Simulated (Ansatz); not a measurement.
`SB(Cl)Cl` and `[SiH3]OB(S)Cl` differ in one atom or group.

Ansatz, PBE0-D4/def2-TZVP geometries, multiplicity 1. Each molecule was computed in one conformer, which needn't be the lowest.

```tsv
property	`SB(Cl)Cl`
HOMO–LUMO gap (PBE/def2-TZVPP) / eV	4.91
size of the dipole moment (B3LYP/def2-TZVPP) / D	1.19
LUMO energy (PBE0/def2-TZVPP) / eV	-1.32
HOMO–LUMO gap (PBE0/def2-TZVPP) / eV	7.03
LUMO energy (ωB97M-V/def2-TZVPP) / eV	0.79
LUMO energy (B3LYP/def2-TZVPP) / eV	-1.48
```

Problem. Give the same properties after the change, and the shifts. (Estimate.)

Solution. Computed: 
```
                                        property  `[SiH3]OB(S)Cl`  shift
             HOMO–LUMO gap (PBE/def2-TZVPP) / eV             5.53   0.62
size of the dipole moment (B3LYP/def2-TZVPP) / D             1.17  -0.02
              LUMO energy (PBE0/def2-TZVPP) / eV            -0.30   1.02
            HOMO–LUMO gap (PBE0/def2-TZVPP) / eV             7.70   0.67
           LUMO energy (ωB97M-V/def2-TZVPP) / eV             1.42   0.63
             LUMO energy (B3LYP/def2-TZVPP) / eV            -0.52   0.96
```

With PBE0 the HOMO rises by 0.35 eV and the LUMO rises by 1.02 eV, so the gap widens by about 0.67 eV. PBE moves the HOMO by 0.37 eV and ωB97M-V by 0.30 eV. The zero-point energy changes by 75.8 kJ/mol with +12 modes. Dipoles are sizes alone; their direction can turn.

B3LYP here is the variant with VWN-RPA as its local correlation; programs differ in this.
